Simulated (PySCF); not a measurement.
## From computed data to an observable: chemical shift, span and skew from a shielding tensor

C5H6F2, SMILES FC(F)[C@H]1C=CC1. Atoms are numbered in the order given.

```xyz
13

F      1.8443    -0.8679    -0.5290
C      1.0885     0.2460    -0.3787
F      0.4442     0.4603    -1.5485
C      0.1059     0.0455     0.7469
C     -0.9892     1.0748     0.9163
C     -1.9744     0.1918     0.7012
C     -1.0426    -0.9723     0.4723
H      1.7679     1.1007    -0.2046
H      0.6845    -0.1720     1.6610
H     -0.9640     2.1438     1.1433
H     -3.0648     0.2704     0.6983
H     -1.0434    -1.3901    -0.5464
H     -1.1067    -1.8000     1.1967
```
Charge 0, spin multiplicity 1.

The structure is a stationary point at PBE0-D3(BJ)/def2-SVP. The structure was generated by enumeration; whether it is a known compound was not checked. One conformer was computed; it need not be the lowest.

GIAO shieldings from HF/pcSseg-1 (PySCF), non-relativistic, no solvent. The symmetric part of the tensor of C5 has the principal values -82.3, 73.7, 156.4 ppm. The same nucleus in TMS has σ = 192.6 ppm at this level (PySCF, at its B3LYP-D3(BJ)/def2-TZVP geometry).

Question: Work out the isotropic shielding, the ¹³C shift against TMS, the span and the skew.

Answer: 
σ(iso) = (σ11 + σ22 + σ33)/3 = 49.3 ppm. δ = σ(ref) − σ(iso) = 192.6 − (49.3) = 143.3 ppm.
Span Ω = σ33 − σ11 = 238.7 ppm. Skew κ = 3(σ(iso) − σ22)/Ω = -0.31. Tumbling in solution averages the tensor to δ; in a static solid the shielding alone would spread this spin-1/2 line over Ω.
